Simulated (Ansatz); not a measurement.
The same atomization along the group Cl, Br, I.

Gas-phase electronic energies from Ansatz, PBE0-D4/def2-TZVP geometries. CCSD(T)/CBS is the MP2 limit (def2-TZVPP, def2-QZVPP) plus CCSD(T) − MP2 in def2-TZVPP, frozen cores. This one scheme is used for every species, atoms too. DFT in def2-TZVPP. No spin–orbit coupling; open shells (•) take unrestricted orbitals. Spin–orbit coupling would lower the free atoms: a little for B, C, Cl, Si; clearly for Br; strongly for I. def2 core potentials past Kr. For Br, I outer-core shells are correlated without core-valence functions, so the limit isn't a true one: a few kJ/mol of doubt a bond, and 10 to 20 or more in all where bonds break to atoms. Scalar relativity is left out up to krypton.

```tsv
reaction	LDA (SPW92) (kJ/mol)	CCSD(T)/def2-SVP (kJ/mol)
`ClB1C[SiH2]1` → B• + Cl• + C• + 4 H• + Si•	3123	2579
`BrB1C[SiH2]1` → B• + Br• + C• + 4 H• + Si•	3058	2521
`IB1C[SiH2]1` → B• + I• + C• + 4 H• + Si•	2986	2452
```

(1) Give the CCSD(T)/CBS values in the same order. (Estimate.)

Largest T1 diagnostic: 0.014, for B•.

Answers

(1) Ansatz gave: 2717, 2664, 2601 kJ/mol.

For atomizations the MP2-based limit and the directly extrapolated one differ by several kJ/mol either way, and by 10 to 25 for some Ge, Se and Sn compounds, so smaller differences from it don't rank the levels.
